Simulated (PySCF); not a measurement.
## Property card for `C=C(C)[C]1=CC=[CH][GeH2]1`

Compound: C7H10Ge.
SMILES with atom numbers: `[CH2:1]=[C:2]([CH3:3])[C:4]1=[CH:5][CH:6]=[CH:7][GeH2:8]1` (hydrogens: H9, H10 on C1; H11, H12, H13 on C3; H14 on C5; H15 on C6; H16 on C7; H17, H18 on Ge8)

**PBE0-D3(BJ)/def2-SVP geometry optimisation, gas phase (PySCF)**

```
Point group                  : Cs
Rotational constants A, B, C : 2.507, 1.128, 0.790 GHz
```

From CAM-B3LYP/def2-SVPD ground state and vertical TDDFT (core frozen in the response) (PySCF):

```
Dipole moment                                                     : 0.67 D
HOMO energy                                                       : -7.37 eV
LUMO energy                                                       : -0.68 eV
HOMO–LUMO gap                                                     : 6.69 eV
Lowest singlet excitation                                         : 4.00 eV (310 nm, f = 0.213)
Strongest line among the 6 lowest singlet transitions             : S1 at 4.00 eV (310 nm, f = 0.213)
Static isotropic polarisability                                   : 115.4 au
Electronic spatial extent ⟨r²⟩ about the centre of nuclear charge : 1440 bohr²
```

Monoisotopic mass from the formula: 167.9994 u.

The polarisability is 17.11 Å³ as a volume (1 au = 0.148185 Å³), or 1.37 au for each of the 84 electrons. S1 lies 2.69 eV below the HOMO–LUMO gap; its leading configuration is HOMO→LUMO, weight 0.95. The rotational constants make it an asymmetric top with κ = (2B − A − C)/(A − C) = -0.61, nearer the prolate limit (−1). No computed singlet falls in the visible range (750 to 380 nm, 1.65 to 3.26 eV); S1 lies 0.74 eV above its blue end. The 6 singlets span 4.00 to 6.11 eV, and their oscillator strengths add up to 0.25. A dipole of 0.67 D is allowed in Cs, and pure rotational transitions are dipole-allowed.

 Relativistic effects, spin–orbit coupling among them, are left out although an element past zinc is present.

The values belong to the conformer `[CH2:1]=[C:2]([CH3:3])[C:4]1=[CH:5][CH:6]=[CH:7][GeH2:8]1`: C1–C2–C4–C5 180°.
